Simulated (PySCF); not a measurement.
C₄H₁₁B.
Numbering: `[BH2:1][C:2]([CH3:3])([CH3:4])[CH3:5]` (hydrogens: H6, H7 on B1; H8, H9, H10 on C3; H11, H12, H13 on C4; H14, H15, H16 on C5)

Level: wB97X-D/def2-SVPD in PySCF, non-relativistic, on one gas-phase PBE0-D3(BJ)/def2-SVP geometry that isn't relaxed in the solvent. The solvent is an IEF-PCM continuum (cavity from Bondi-type radii × 1.2). Specific hydrogen bonds and non-electrostatic terms are outside this model.

Gas phase at wB97X-D/def2-SVPD: HOMO -10.01 eV, LUMO 0.74 eV, dipole 0.63 D.

**Question.** What does the continuum do to the energy, the frontier levels and the dipole at wB97X-D/def2-SVPD in cyclohexane and chloroform?

**Answer.** 
```tsv
solvent	ε	E(solvent) − E(gas) (kcal/mol)	polarisation term (kcal/mol)	distortion of the solute (kcal/mol)	HOMO (eV)	LUMO (eV)	dipole (D)
cyclohexane	2.017	-0.38	-0.39	0.01	-9.94	0.79	0.71
chloroform	4.711	-0.69	-0.73	0.04	-9.91	0.81	0.77
```

The first energy column is the sum of the next two and covers electrostatics alone. From cyclohexane to chloroform the lowering changes by a factor 1.82, Onsager's factor (ε − 1)/(2ε + 1) by 1.76 and ε itself by 2.3.

**Question.** How does the static polarisability (wB97X-D/def2-SVPD, frozen core, with the continuum's full static response) change?

**Answer.** 
```csv
medium,isotropic (au),principal values (au),⟨r²⟩ of the electrons (bohr²)
gas,65.2,"63.0, 65.8, 66.9",469.8
cyclohexane,73.1,"70.5, 73.7, 75.0",469.8
chloroform,80.6,"77.6, 81.4, 82.8",469.9
```

The isotropic value in chloroform is 1.24 times the gas-phase one; no cavity-field correction is applied. ⟨r²⟩ is taken about the centre of nuclear charge.

wB97X-D is run here without its empirical dispersion term; that term would change no orbital, density or response property at a fixed geometry.
